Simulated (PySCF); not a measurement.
Level of theory: PBE-D3(BJ)/def2-TZVP // B3LYP-D3(BJ)/def2-TZVP (PySCF). Gas-phase values, no solvent. 

Reference species (SMILES): `[SiH3]Cl` (neutral, multiplicity 1).

The dipole moment is 1.23 D.

Changed species: `F[SiH2]Cl` (whole molecule; the reference has whole molecule).

Task: Predict the effect on the dipole moment.

Result: the dipole moment hardly moves.
